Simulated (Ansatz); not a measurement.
Total energies of Sn₁₀O₄H₁₆ from Ansatz at PBE-D4/def2-TZVP, gas phase (1 Eh = 27.2114 eV = 2625.5 kJ/mol). The reference geometry is relaxed at PBE-D4/def2-SVP.

```xyz
30

Sn    1.4008   -1.1021    2.4402
Sn    1.6083    0.4782   -2.1226
Sn   -1.0233    2.4621    0.9986
Sn   -2.4838   -2.1400   -1.2708
Sn    0.4321    1.4409    3.2038
Sn    0.8890    3.0054   -1.0379
Sn    2.5995   -1.2748   -0.1168
Sn   -0.5619   -3.0872    1.9907
Sn   -0.5955   -0.9600   -3.1631
Sn   -2.6350    0.1475    0.5154
O     3.0991    0.6381   -3.5096
O    -1.8300    4.1423    1.8413
O    -3.4843    0.1293   -1.4735
O    -0.7119   -3.2276   -0.1051
H     2.4124   -1.8603    3.6437
H     3.9193    0.9602   -3.0852
H    -2.5146    4.5051    1.2449
H    -3.0619    0.7337   -2.1168
H     1.8506    2.3340    3.6594
H    -0.5158    1.2024    4.6391
H     2.2249    3.9662   -0.4671
H     0.1217    3.9358   -2.2939
H     4.3272   -1.3786    0.0597
H     2.1211   -2.8887   -0.6439
H     0.1858   -3.2000   -0.5070
H    -0.0891   -4.7144    2.3931
H     0.1435   -2.0294   -4.3275
H    -1.4629    0.2138   -4.1336
H    -2.2502   -2.9016    2.3354
H    -4.1151    0.4697    1.4090
```

```csv
state,geometry,energy (Eh)
charge 0 singlet,reference,-2453.63134
charge 1 doublet,reference,-2453.37547
charge 1 doublet,relaxed at PBE-D4/def2-SVP,-2453.39956
charge -1 doublet,reference,-2453.69407
charge -1 doublet,relaxed at PBE-D4/def2-SVP,-2453.71293
free Sn atom (triplet),–,-214.24935
free O atom (triplet),–,-75.00967
free H atom (doublet),–,-0.49962
```

In the def2 sets Sn takes a core potential; there is no spin–orbit coupling. Single mean-field runs in def2-TZVP are fitted with def2-universal-jkfit.

Q: Work out the vertical ionisation energy to the doublet.

A: E(charge 1 doublet) − E(charge 0 singlet) = -2453.37547 − (-2453.63134) = 0.25587 Eh = 6.96 eV. For comparison, −ε of the highest occupied level is 5.29 eV at this level, 1.67 eV less.

Q: Work out the vertical electron affinity, to the doublet.

A: E(charge 0 singlet) − E(charge -1 doublet) = -2453.63134 − (-2453.69407) = 0.06273 Eh = 1.71 eV. The basis lacks diffuse functions, which makes affinities too small.

Q: Give the fundamental gap IE − EA, the Mulliken electronegativity (IE + EA)/2 and the hardness (IE − EA)/2.

A: From the values in Eh: IE − EA = 0.25587 − 0.06273 = 0.19314 Eh = 5.26 eV; (IE + EA)/2 = 4.33 eV; (IE − EA)/2 = 2.63 eV. The HOMO–LUMO gap of the same run is 2.11 eV, 3.15 eV smaller than the fundamental gap.

Q: How much does the charge 1 doublet relax, and what is the adiabatic ionisation energy?

A: Relaxation: -2453.37547 − (-2453.39956) = 0.02409 Eh = 0.66 eV. Adiabatic ionisation energy: 0.23178 Eh = 6.31 eV, without zero-point energy. 

Q: How much does the charge -1 doublet relax, and what is the adiabatic electron affinity?

A: Relaxation: -2453.69407 − (-2453.71293) = 0.01886 Eh = 0.51 eV. Adiabatic electron affinity: 0.08159 Eh = 2.22 eV, without zero-point energy. 

Q: What is the binding energy per atom against free atoms?

A: Atoms: 10 × (-214.24935) + 4 × (-75.00967) + 16 × (-0.49962) = -2450.52610 Eh. Binding: -2450.52610 − (-2453.63134) = 3.10524 Eh = 84.50 eV, or 2.82 eV for each of 30 atoms (no zero-point energy, no counterpoise term).
